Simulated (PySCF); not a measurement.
Geometries of 4 isomers of C2H8O3Si2, from PBE0-D3(BJ)/def2-SVP geometry optimisation, gas phase (PySCF). One conformer each, no zero-point energy, no frequencies.

Task: Which is lowest in electronic energy at this level?
A.
```xyz
15
angstrom
Si     2.506   -0.208   -0.548
O      1.309    0.283   -1.595
Si    -0.300    0.532   -1.764
O     -1.250   -0.754   -1.285
C     -1.855   -0.454   -0.041
C     -1.980    1.074    0.045
O     -0.870    1.624   -0.637
H      2.273   -1.624   -0.138
H      2.517    0.660    0.667
H      3.811   -0.098   -1.256
H     -0.533    0.898   -3.172
H     -2.837   -0.948    0.024
H     -1.227   -0.840    0.785
H     -2.918    1.415   -0.432
H     -1.985    1.423    1.089
```
B.
```xyz
15
angstrom
C     -2.935   -0.444   -0.140
O     -1.891    0.431   -0.553
C     -0.655    0.100   -0.174
O     -0.402   -0.880    0.484
Si     0.713    1.315   -0.765
O      2.113    0.713   -0.144
Si     2.709   -0.550    0.773
H     -2.972   -0.514    0.957
H     -2.780   -1.453   -0.547
H     -3.867   -0.016   -0.526
H      0.745    1.332   -2.254
H      0.431    2.679   -0.240
H      4.181   -0.328    0.872
H      2.462   -1.859    0.105
H      2.127   -0.537    2.144
```
C.
```xyz
15
angstrom
O      1.145   -0.999    1.522
C      0.651   -0.490    0.547
C     -0.828   -0.181    0.467
O     -1.166    0.552   -0.659
Si    -2.719    0.989   -1.079
O      1.349   -0.177   -0.536
Si     3.037   -0.509   -0.493
H     -1.083    0.339    1.410
H     -1.342   -1.163    0.506
H     -3.570   -0.228   -1.263
H     -2.609    1.747   -2.352
H     -3.332    1.841   -0.012
H      3.683    0.269    0.596
H      3.500   -0.037   -1.823
H      3.268   -1.970   -0.344
```
D.
```xyz
15
angstrom
C     -3.123   -0.370   -0.359
C     -1.917   -0.508    0.517
O     -1.918   -0.945    1.643
O     -0.788   -0.093   -0.065
Si     0.624   -0.226    0.900
O      1.801    0.357   -0.074
Si     3.220    0.834   -0.768
H     -3.249    0.684   -0.646
H     -4.013   -0.729    0.170
H     -2.972   -0.941   -1.287
H      0.488    0.636    2.098
H      0.882   -1.655    1.203
H      4.128   -0.341   -0.923
H      3.886    1.856    0.093
H      2.936    1.423   -2.107
```

Result: A. That is `[SiH3]O[SiH]1OCCO1`, 8.2 kcal/mol below the next.

| SMILES | atoms numbered as above | E (Eh) | relative (kcal/mol) | relative (kJ/mol) | dipole (D) |
| --- | --- | --- | --- | --- | --- |
| [SiH3]O[SiH]1OCCO1 | [SiH3:1][O:2][SiH:3]1[O:4][CH2:5][CH2:6][O:7]1 | -884.84236 | 0.0 | 0.0 | 1.54 |
| CC(=O)O[SiH2]O[SiH3] | [CH3:1][C:2](=[O:3])[O:4][SiH2:5][O:6][SiH3:7] | -884.82928 | 8.2 | 34.3 | 1.66 |
| COC(=O)[SiH2]O[SiH3] | [CH3:1][O:2][C:3](=[O:4])[SiH2:5][O:6][SiH3:7] | -884.77043 | 45.1 | 188.9 | 2.19 |
| O=C(CO[SiH3])O[SiH3] | [O:1]=[C:2]([CH2:3][O:4][SiH3:5])[O:6][SiH3:7] | -884.75428 | 55.3 | 231.3 | 1.17 |

As drawn, the highest has a C=O bond and a C(=O)–O unit, which the lowest lacks.
